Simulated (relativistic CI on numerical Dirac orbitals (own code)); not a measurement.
**Electric-dipole transitions in Ru I**

Computed by Dirac-Coulomb-Breit CI, orbitals from a KLI potential per configuration, model QED (radiative potential, 1s self-energy scaled to tabulated hydrogen-like ionisation energies), valence Slater integrals scaled by 0.85, configuration energies shifted to the measured levels that pair with them (semi-empirical) (own radial code, finite nucleus).

Configurations in the expansion (outside the closed core [Kr]): 4d⁷5s, 4d⁶5s², 4d⁷5p, 4d⁸, 4d⁷5d, 4d⁷6s, 4d⁶5s5p, 4d⁷6p, 4d⁷7s, 4d⁷4f, 4d⁷7p, 4d⁷6d, 4d⁷5g, 4d⁷5f, 4d⁷7d, 4d⁷6g, 4d⁵5s5p², 4d⁶5s7s, 4d⁶5s4f, 4d⁶5s7p, 4d⁶5s6d, 4d⁵5s²5p, 4d⁶5p², 4d⁶5s5g, 4d⁶5s5f, 4d⁶5s7d, 4d⁶5s6s. Levels of other configurations are missing.

```csv
λ vac (Å),Lower,Upper,A (s⁻¹),log gf,S velocity/length
3609.4,4d⁷5s ⁵F4 [2],4d⁷5p ⁵F°3 [77],3.23e+06,-1.36,1.30
3659.7,4d⁷5s ⁵F3 [3],4d⁷5p ⁵F°2 [83],7.12e+06,-1.15,1.02
3701.6,4d⁷5s ⁵F5 [1],4d⁷5p ⁵F°5 [64],1.01e+08,0.36,0.66
3705.7,4d⁷5s ⁵F2 [4],4d⁷5p ⁵F°1 [87],1.21e+07,-1.13,0.86
3709.2,4d⁷5s ⁵F4 [2],4d⁷5p ⁵F°4 [71],8.79e+07,0.21,0.63
3723.4,4d⁷5s ⁵F3 [3],4d⁷5p ⁵F°3 [77],7.75e+07,0.05,0.61
3741.0,4d⁷5s ⁵F2 [4],4d⁷5p ⁵F°2 [83],7.02e+07,-0.13,0.60
3758.2,4d⁷5s ⁵F1 [5],4d⁷5p ⁵F°1 [87],7.94e+07,-0.30,0.60
3794.5,4d⁷5s ⁵F1 [5],4d⁷5p ⁵F°2 [83],1.22e+07,-0.88,0.55
3807.6,4d⁷5s ⁵F2 [4],4d⁷5p ⁵F°3 [77],9.53e+06,-0.84,0.52
```

Terms are leading LS components. Brackets give the number of a level in order of energy, since labels repeat. The list gives strong lines, with weight on those to low levels, without configurations that were not tied to measured data, among the lowest 400 of 7781 levels, so that lines to higher ones, which can be the strongest, are missing, and without lines across small gaps between configurations, and without 66 lines that miss the measured interval by over 3.5 %, start from a term whose rates miss tabulated ones by over 60 %, have gauges far apart or, lacking measured levels, span too small a gap for the errors found; lines with a level outside our table were not tested and can miss by more. Levels whose partners in the same complex of configurations lie outside the list can be far off, and so can their lines. Rates are taken at the computed energies, electric ones in the length gauge. A velocity-to-length ratio far from 1 marks an uncertain rate.

Configurations whose levels could be paired with our table of measured levels were shifted onto them, all but the ground configuration, by the median error of their levels; single terms can still be off by 1,000 to 2,000 cm⁻¹ or more, and rates follow the energies as ν³ (E1, M1) or ν⁵ (E2). The others borrow a shift and can be off by several thousand cm⁻¹ or more. The fine structure of a lone outer electron comes out too small, for d and f at times inverted, and misplaced configurations move strength between like terms. 25 of the 36 excited levels that our extract of the measured tables holds in this range could be paired (the sources list more); they are missed by 530 cm⁻¹ on average and 2178 at most, after the shifts were fitted to these levels, and levels without a partner can miss by more. Some levels of the ground configuration have no partner and can miss by 10 % or more.

LS names give the leading component of a level, which can be under half, so a name can repeat, a term be missing and a line seem to break the LS rules.
